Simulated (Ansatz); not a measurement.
Basis-set extrapolation for CH2BClFN (`C=NB(F)Cl`) (PBE0-D4/def2-TZVP geometry, frozen core, Ansatz). Multiplicity 1, RHF reference.

```tsv
	def2-TZVPP	def2-QZVPP
HF	-677.320073	-677.342423
MP2 correlation	-0.881413	-0.955529
CCSD(T) correlation	-0.947832	not run
```

Energies in hartree. Use E(X) = E(∞) + A·exp(−7.88·√X) for Hartree–Fock and E(X) = E(∞) + B·X^(−2.97) for correlation, with X = 3 and 4, and add CCSD(T) minus MP2 of the smaller set to the MP2 limit.

**Question.** What is the CCSD(T) energy at the basis-set limit?

**Answer.** HF limit: -677.342423 + (-0.022350) × 0.13774 = -677.34550. MP2 limit: -0.955529 + (-0.074116) × 0.74074 = -1.01043. Higher-order term: -0.947832 − (-0.881413) = -0.06642. Total: -678.42235 hartree, 405.5 kJ/mol below CCSD(T)/def2-TZVPP.
